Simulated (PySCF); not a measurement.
Rigid-rotor lines calculated for a species of formula C2H8O2Si (commonest isotopes; wB97X-D/def2-SVPD in PySCF (dipole) on a GFN2-xTB geometry, gas phase), labelled J(Ka,Kc):

| transition | MHz |
| --- | --- |
| 1(1,1) ← 0(0,0) | 6828.2 |
| 2(1,2) ← 1(1,1) | 13087.7 |
| 1(0,1) ← 0(0,0) | 6702.0 |
| 2(0,2) ← 1(0,1) | 13183.0 |
| 2(1,1) ← 1(1,0) | 13720.4 |

Task: Find the rotational constants.

Result: 1(0,1) ← 0(0,0) is B + C, 2(1,1) ← 1(1,0) is 3B + C and 2(1,2) ← 1(1,1) is B + 3C, so B − C is half the difference of the last two, 316.3 MHz. 1(1,1) ← 0(0,0) is A + C. A = 3635.3, B = 3509.2, C = 3192.8 MHz.

Task: What moments of inertia, asymmetry and inertial defect follow?

Result: I = 505379 MHz·u·Å² over each constant: Ia = 139.02, Ib = 144.02, Ic = 158.29 u·Å²; κ = (2B − A − C)/(A − C) = 0.430 (asymmetric top); Δ = Ic − Ia − Ib = -124.75 u·Å².

Task: Which dipole components do these lines need?

Result: μa and μb (a-type: ΔKa even, ΔKc odd; b-type: both odd). The calculation gives |μa| = 0.52 D, |μb| = 0.52 D, |μc| = 1.49 D.

Task: Predict further lines from these constants: 3(3,0) ← 3(2,1); 3(1,2) ← 3(0,3); 2(0,2) ← 1(1,1); 3(3,1) ← 2(2,0); 2(2,1) ← 1(1,1); 3(3,0) ← 2(2,0); 3(3,0) ← 2(2,1); 2(2,1) ← 2(1,1); 3(1,2) ← 2(0,2); 2(2,0) ← 1(1,0); 3(0,3) ← 2(0,2); 3(3,1) ← 3(2,1); 3(2,2) ← 2(2,1); 2(2,0) ← 2(1,1); 3(1,3) ← 2(0,2).

Result: 
| transition | MHz | type | branch |
| --- | --- | --- | --- |
| 2(2,1) ← 2(1,1) | 378 | c | Q |
| 2(2,0) ← 2(1,1) | 599 | b | Q |
| 3(3,1) ← 3(2,1) | 752 | c | Q |
| 3(3,0) ← 3(2,1) | 879 | b | Q |
| 3(1,2) ← 3(0,3) | 1776 | b | Q |
| 2(0,2) ← 1(1,1) | 13057 | b | R |
| 2(2,0) ← 1(1,0) | 14320 | c | R |
| 2(2,1) ← 1(1,1) | 14415 | c | R |
| 3(0,3) ← 2(0,2) | 19545 | a | R |
| 3(1,3) ← 2(0,2) | 19550 | b | R |
| 3(2,2) ← 2(2,1) | 20106 | a | R |
| 3(1,2) ← 2(0,2) | 21321 | c | R |
| 3(3,1) ← 2(2,0) | 21419 | b | R |
| 3(3,0) ← 2(2,0) | 21546 | c | R |
| 3(3,0) ← 2(2,1) | 21767 | b | R |

Task: Which structure gave them?

Result: `C[Si](C)(O)O`. Three constants can't fix a structure by themselves; this is the one that was computed:
```xyz
13
C2H8O2Si angstrom
C     -1.509   -0.707    0.274
Si     0.017    0.413    0.065
C      1.588   -0.625   -0.172
O     -0.216    1.479   -1.164
O      0.237    1.351    1.375
H     -1.463   -1.256    1.208
H     -1.593   -1.436   -0.526
H     -2.426   -0.125    0.284
H      1.492   -1.327   -0.995
H      2.447    0.007   -0.376
H      1.811   -1.200    0.720
H     -0.343    1.165   -2.054
H     -0.047    2.261    1.342
```

The values belong to one conformer with, in the numbering `[CH3:1][Si:2]([CH3:3])([OH:4])[OH:5]`, C1–Si2–O4–H -62°, C1–Si2–O5–H -101°. No frequency check. Constants of a rigid frame at the computed geometry: no zero-point averaging, no centrifugal distortion. A rigid rotor knows nothing of internal rotation, which can split or shift real lines.

Hardware: x86-64 server, one thread, no GPU, shared host. Cost: 14 s of wall time. This is the wB97X-D/def2-SVPD job that gave the dipole, with the excitations it also computed.
